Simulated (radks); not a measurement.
Question: All-electron atom: Yb2+ in [Xe] 4f14 (the NIST ground configuration). Calculated with a radial shooting solver on a logarithmic mesh with Libxc functionals: scalar-relativistic Kohn-Sham, PBE, spin-polarised, spherical densities, finite nucleus; Fermi nuclear charge, rms radius 5.3108 fm. Some entries of the table are withheld. Estimate them.

orbital,occ.,eigenvalue (eV),<r> (bohr),<r^2> (bohr^2)
1s,2,-61241.83,0.01966,0.0005300
2s,2,-10388.53,0.08334,0.008211
2p,6,-9158.971,0.07415,0.006714
3s,2,-2352.799,0.2167,0.05369
3p,6,(1),0.2162,0.05419
3d,10,-1530.218,0.1961,0.04509
4s,2,(2),0.4880,(3)
4p,6,-352.8298,0.5183,0.3058
4d,10,-192.5279,0.5602,0.3646
5s,2,-69.7029,1.207,1.643
5p,6,-42.1536,1.440,2.363
4f,14,-17.6357,0.7802,0.8353
6s,0,-15.2511,3.227,11.65
5d,0,-13.3797,2.424,6.946
6p,0,-10.4518,4.025,18.16

Answer: 
(1) 3p eigenvalue (eV): -1982.010
(2) 4s eigenvalue (eV): -474.5429
(3) 4s <r^2> (bohr^2): 0.2689
